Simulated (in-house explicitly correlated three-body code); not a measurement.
Computed with an exponentially correlated three-body code. Model: two electrons around a point charge, non-relativistic, variational in 260 exponentially correlated functions (energies converged to about 1e-7 hartree, or 1e-8 relative for large Z).

Command:
```bash
python run_hyl.py task.json out
```
Settings (lengths in bohr, energies in hartree):
```
Z                      2
nuclear_mass           1
interaction_strength   1
functions              260
states_tried           13
```

Run time, properties included: 39 s on 1 thread of AMD EPYC 7R13 Processor (Zen 3), with other jobs on the host.

**Those bound S and P states to n = 4 that converged, binding against the one-electron ion.**

Given: nuclear charge 2; mass of the centre 1 electron masses.

Computed: one-electron threshold -1 hartree.

```tsv
term	energy (hartree)	binding (eV)
1 1S	-1.47098657	12.816
2 3P	-1.13301538	3.6195
2 3S	-1.09342974	2.5424
2 1S	-1.09269654	2.5224
2 1P	?	?
3 3S	-1.03981076	1.0833
3 1S	-1.03945622	1.0737
4 3S	?	?
4 1S	-1.02180714	0.5934
```

Question: What belongs in the row 2 1P?

Answer: energy (hartree): -1.06701831; binding (eV): 1.8237.

Question: What belongs in the row 4 3S?

Answer: energy (hartree): -1.02196945; binding (eV): 0.59782.

**Converged states only, values per electron or pair.**

| term | mean r (bohr) | mean r squared (bohr²) | mean inverse r (1/bohr) | mean r12 (bohr) | mean inverse r12 (1/bohr) | mean cosine | mean p1 dot p2 (bohr⁻²) | delta r1 (bohr⁻³) | delta r12 (bohr⁻³) |
| --- | --- | --- | --- | --- | --- | --- | --- | --- | --- |
| 1 1S | 1.7876 | 4.3613 | 0.86792 | 2.4795 | 0.5297 | 0.11262 | -0.086522 | 0.2389 | 0.014219 |
| 2 3P | ? | ? | ? | ? | ? | ? | ? | ? | - |
| 2 3S | 4.8404 | 40.157 | 0.58217 | 8.2363 | 0.14183 | 0.061252 | -0.014971 | 0.16619 | - |
| 2 1S | 4.8371 | 40.63 | 0.58791 | 8.2609 | 0.16626 | 0.035758 | -0.057319 | 0.16611 | 0.0022283 |
| 2 1P | 5.7434 | 59.142 | 0.56294 | 10.022 | 0.11771 | 0.048708 | -0.021796 | 0.16163 | 1.0239e-05 |
| 3 3S | ? | ? | ? | ? | ? | ? | ? | ? | - |
| 3 1S | 10.294 | 208.22 | 0.53805 | 19.112 | 0.073293 | 0.023405 | -0.024265 | 0.16112 | 0.00061223 |
| 4 3S | 17.842 | 658.5 | 0.52075 | 34.191 | 0.039067 | 0.017807 | -0.0094333 | 0.15996 | - |
| 4 1S | 17.977 | 668.81 | 0.52122 | 34.465 | 0.041275 | 0.015167 | -0.013612 | 0.15996 | 0.00025197 |

Question: What belongs in the row 2 3P?

Answer: mean r (bohr): 3.1626; mean r squared (bohr²): 15.788; mean inverse r (1/bohr): 0.62726; mean r12 (bohr): 5.0515; mean inverse r12 (1/bohr): 0.24301; mean cosine: 0.0072102; mean p1 dot p2 (bohr⁻²): -0.15708; delta r1 (bohr⁻³): 0.15406.

Question: What belongs in the row 3 3S?

Answer: mean r (bohr): 10.204; mean r squared (bohr²): 204.23; mean inverse r (1/bohr): 0.53681; mean r12 (bohr): 18.926; mean inverse r12 (1/bohr): 0.067602; mean cosine: 0.029945; mean p1 dot p2 (bohr⁻²): -0.013735; delta r1 (bohr⁻³): 0.16112.
